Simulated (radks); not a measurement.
Question: The mean radii <r> (bohr) of the occupied orbitals of an atom or ion are listed with their occupations. Method: Dirac Kohn-Sham, PBE, spin-unpolarised, spherical densities, point nucleus; computed with a radial shooting solver on a logarithmic mesh with Libxc functionals.

| orbital | occ. | <r> |
|---|---|---|
| 1s1/2 | 2 | 0.01743 |
| 2s1/2 | 2 | 0.07295 |
| 2p1/2 | 2 | 0.06017 |
| 2p3/2 | 4 | 0.06848 |
| 3s1/2 | 2 | 0.1899 |
| 3p1/2 | 2 | 0.1801 |
| 3p3/2 | 4 | 0.1954 |
| 3d3/2 | 4 | 0.1705 |
| 3d5/2 | 6 | 0.1752 |
| 4s1/2 | 2 | 0.4232 |
| 4p1/2 | 2 | 0.4267 |
| 4p3/2 | 4 | 0.4604 |
| 4d3/2 | 4 | 0.4719 |
| 4d5/2 | 6 | 0.4832 |
| 5s1/2 | 2 | 0.9789 |
| 5p1/2 | 2 | 1.065 |
| 4f5/2 | 6 | 0.5315 |
| 4f7/2 | 8 | 0.5392 |
| 5p3/2 | 4 | 1.165 |
| 5d3/2 | 2.8 | 1.633 |
| 5d5/2 | 4.2 | 1.699 |
| 6s1/2 | 1 | 2.705 |

Name the element and its charge. Open shells, if any, are shared by 2j + 1.

Answer: Z = 77, iridium, charge +1: Ir+ in [Xe] 4f14 5d7 6s1. The 1s radius gives Z: for a bare nucleus <r> = (2 gamma + 1)/(2Z) with gamma = sqrt(1 - (Z/c)^2), 0.01724 bohr for Z = 77, and screening makes it slightly larger (0.01743 here). The occupations add up to 76, and the charge is Z minus that.
